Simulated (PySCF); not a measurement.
C6H12BP.
Cartesian coordinates in Å at the PBE0-D3(BJ)/def2-SVP level; atoms count from 1:
```xyz
20
C6H12BP angstrom
B     -1.9470    1.6735    0.0681
P     -0.8060    0.1457   -0.0265
C     -1.7543   -1.3994   -0.2416
C      0.2442   -0.1431    1.4075
C      1.5769   -0.2433    1.3477
C      2.4201   -0.1768    0.1162
C      1.7157    0.0158   -1.1869
C      0.3965    0.1443   -1.3670
H     -1.2220    2.6456    0.2091
H     -2.5494    1.6467   -1.0004
H     -2.6687    1.4369    1.0313
H     -1.0913   -2.2728   -0.3064
H     -2.4409   -1.5080    0.6108
H     -2.3576   -1.3128   -1.1570
H     -0.2635   -0.1792    2.3768
H      2.1308   -0.3751    2.2848
H      3.1642    0.6337    0.2397
H      3.0431   -1.0902    0.0567
H      2.3681    0.0653   -2.0667
H     -0.0049    0.3080   -2.3722
```

Level: PBE0/pcSseg-1 in PySCF, non-relativistic, on one gas-phase PBE0-D3(BJ)/def2-SVP geometry that isn't relaxed in the solvent. The solvent is an IEF-PCM continuum (van der Waals radii × 1.2). Specific hydrogen bonds and non-electrostatic terms are outside this model.

```tsv
run	E − E(gas) (kJ/mol)	HOMO (eV)	HOMO–LUMO gap (eV)	dipole (D)
gas	0.00	-7.35	6.55	6.00
P	-37.13	-7.28	6.75	7.99
Q	-27.13	-7.29	6.71	7.44
```

Question: The runs were made in chloroform and methanol. Which run belongs to which solvent?

Answer: P = methanol, Q = chloroform. The dielectric constants are 4.711 (chloroform), 32.61 (methanol), and the energy falls further as ε rises. In this model the ground state sees the solvent through ε alone.

Question: How constant is the ratio of the lowering to (ε − 1)/(2ε + 1)?

Answer: 
```csv
solvent,(ε − 1)/(2ε + 1),E − E(gas) (kJ/mol),ratio (kJ/mol),polarisation term (kJ/mol)
chloroform,0.356,-27.13,-76.2,-31.58
methanol,0.477,-37.13,-77.8,-45.56
```

The ratio changes by +2.1 % in size from chloroform to methanol. The polarisation term is half the interaction of the solute with the induced surface charges.
